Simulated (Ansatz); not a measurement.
Basis-set series for BGaH7NSi, SMILES `N[B]([SiH3])[GaH2]`. Charge 0, multiplicity 1. The geometry is a stationary point of PBE0-D4/def2-TZVP. It is one conformer, not always the lowest.

```
functional       basis  functions  energy (Eh)  HOMO (eV)  LUMO (eV)
   PBE0-D4  def2-TZVPP        250  -2297.72539      -6.77      -2.16
   PBE0-D4  def2-QZVPP        483  -2297.78364      -6.78      -2.18
   ωB97M-V  def2-TZVPP        250  -2298.02082      -8.82      -0.36
   ωB97M-V  def2-QZVPP        483  -2298.07706      -8.83      -0.45
```

(1) Give the rows for def2-SVP. (Best estimate.)

## Answers

(1) Ansatz gave: 
```json
{"functional": "PBE0-D4", "basis": "def2-SVP", "functions": "113", "energy (Eh)": "-2297.28546", "HOMO (eV)": "-6.73", "LUMO (eV)": "-2.07"}
{"functional": "ωB97M-V", "basis": "def2-SVP", "functions": "113", "energy (Eh)": "-2297.57590", "HOMO (eV)": "-8.75", "LUMO (eV)": "-0.24"}
```

Scalar relativity is left out up to krypton.
